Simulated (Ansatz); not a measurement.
Mulliken charges of FH$_{3}$O$_{3}$Si (`O[Si](O)(O)F`) from PBE/def2-TZVPP in Ansatz (PBE0-D4/def2-TZVP geometry).

| atom | x (Å) | y (Å) | z (Å) | charge (e) |
| --- | --- | --- | --- | --- |
| O1 | -0.015 | 1.554 | -0.308 | -0.342 |
| Si2 | 0.051 | -0.049 | -0.088 | 0.711 |
| O3 | 0.980 | -0.392 | 1.192 | -0.342 |
| O4 | -1.441 | -0.635 | 0.142 | -0.342 |
| F5 | 0.682 | -0.726 | -1.386 | -0.277 |
| H6 | -0.516 | 1.894 | -1.049 | 0.197 |
| H7 | 1.899 | -0.124 | 1.175 | 0.197 |
| H8 | -1.548 | -1.578 | 0.265 | 0.197 |

By hand: the dipole of these point charges (1 e Å = 4.8032 D).

Σ q r = (-0.022, 0.024, 0.047) e Å, of length 0.057 e Å = 0.27 D.

How does the dipole of the full density compare? (An estimate is asked.)

Ansatz gave: (0.042, -0.045, -0.085) e Å, 0.50 D; the point charges give 0.54 times that, at 179° from its direction, so they point the opposite way.

Point charges leave out the atoms' own dipoles, such as those of lone pairs, and Mulliken's split depends on the basis, so the two needn't agree.
